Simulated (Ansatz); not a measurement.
CH₈InNSi (`C[SiH](N)[InH2]`). Charge 0, multiplicity 1. In takes the def2 core potential. The geometry is a stationary point of PBE0-D4/def2-TZVP. It is one conformer, not always the lowest.

```xyz
12

C    -0.250   -0.565    1.664
Si   -0.512    0.044   -0.089
N    -0.440   -1.322   -1.151
In    1.254    1.741   -0.891
H    -0.314    0.264    2.372
H    -1.018   -1.295    1.935
H     0.726   -1.043    1.777
H    -1.843    0.745   -0.088
H    -0.305   -1.171   -2.138
H    -1.062   -2.102   -0.999
H     1.981    2.920    0.154
H     1.784    1.783   -2.545
```

(1) What is the dipole moment at r2SCAN/def2-TZVPP? (An estimate is asked.)

(2) And with PBE, B3LYP, ωB97M-V? (An estimate is asked.)

(3) Give the Mulliken charges with r2SCAN, PBE, B3LYP in def2-TZVPP. (Estimate.)

Answers

(1) Ansatz gave: 1.65 D, with components (-0.95, -1.35, 0.02) D in this frame, pointing from negative to positive charge.

(2) The calculation gave: PBE 1.64 D, B3LYP 1.62 D, ωB97M-V 1.57 D.

(3) Computed: 
```json
{"atom": "C1", "r2SCAN": "-0.29", "PBE": "-0.36", "B3LYP": "-0.38"}
{"atom": "Si2", "r2SCAN": "0.25", "PBE": "0.15", "B3LYP": "0.26"}
{"atom": "N3", "r2SCAN": "-0.45", "PBE": "-0.38", "B3LYP": "-0.40"}
{"atom": "In4", "r2SCAN": "0.42", "PBE": "0.40", "B3LYP": "0.41"}
{"atom": "H5", "r2SCAN": "0.08", "PBE": "0.11", "B3LYP": "0.10"}
{"atom": "H6", "r2SCAN": "0.07", "PBE": "0.10", "B3LYP": "0.09"}
{"atom": "H7", "r2SCAN": "0.07", "PBE": "0.10", "B3LYP": "0.10"}
{"atom": "H8", "r2SCAN": "-0.14", "PBE": "-0.11", "B3LYP": "-0.13"}
{"atom": "H9", "r2SCAN": "0.15", "PBE": "0.15", "B3LYP": "0.14"}
{"atom": "H10", "r2SCAN": "0.14", "PBE": "0.14", "B3LYP": "0.12"}
{"atom": "H11", "r2SCAN": "-0.16", "PBE": "-0.14", "B3LYP": "-0.16"}
{"atom": "H12", "r2SCAN": "-0.16", "PBE": "-0.14", "B3LYP": "-0.16"}
```

B3LYP here is the variant with VWN-RPA as its local correlation; programs differ in this.
